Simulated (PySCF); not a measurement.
BCl, triplet, geometry from GFN2-xTB (the spin is typed, not shown lowest). Base run: WB97X/def2-SVP (PySCF).

Here is a job for PySCF.
```python
from pyscf import gto, scf, dft

mol = gto.Mole()
mol.atom = '''
    B    -0.000000   -0.000000   -1.299651
    Cl    0.000000    0.000000    0.382250
'''
mol.basis = 'def2-svp'
mol.charge = 0
mol.spin = 2
mol.verbose = 4
mol.build()

mf = dft.UKS(mol)
mf.xc = 'wb97x'
mf.kernel()
```

The base run was repeated with changes; each row names its change, and settings that it needs were set with it.

```json
[
 {"change": "base", "ΔE vs base (mEh)": "0.000", "grid points": "32928", "electrons on the grid": "22.00000"},
 {"change": "grids.becke_scheme = stratmann", "ΔE vs base (mEh)": "-0.001", "grid points": "32928", "electrons on the grid": "22.00000"},
 {"change": "grids.level = 1", "ΔE vs base (mEh)": "-0.173", "grid points": "11496", "electrons on the grid": "21.99999"},
 {"change": "grids.level = 5", "ΔE vs base (mEh)": "-0.001", "grid points": "86208", "electrons on the grid": "22.00000"},
 {"change": "grids.level = 7", "ΔE vs base (mEh)": "-0.001", "grid points": "171840", "electrons on the grid": "22.00000"},
 {"change": "grids.radi_method = gauss_chebyshev", "ΔE vs base (mEh)": "-0.010", "grid points": "31888", "electrons on the grid": "22.00000"},
 {"change": "grids.prune = dft.gen_grid.treutler_prune", "ΔE vs base (mEh)": "-0.020", "grid points": "30856", "electrons on the grid": "22.00000"},
 {"change": "grids.level = 0", "ΔE vs base (mEh)": "57.874", "grid points": "2712", "electrons on the grid": "21.99153"},
 {"change": "grids.level = 2", "ΔE vs base (mEh)": "0.028", "grid points": "22960", "electrons on the grid": "22.00000"},
 {"change": "grids.prune = off", "ΔE vs base (mEh)": "0.000", "grid points": "57376", "electrons on the grid": "22.00000"},
 {"change": "grids.atom_grid = (150, 974)", "ΔE vs base (mEh)": "-0.002", "grid points": "151888", "electrons on the grid": "22.00000"}
]
```

Open shells are given as the SCF converged; they aren't shown to be the lowest states, and a large step between rows can be another state.
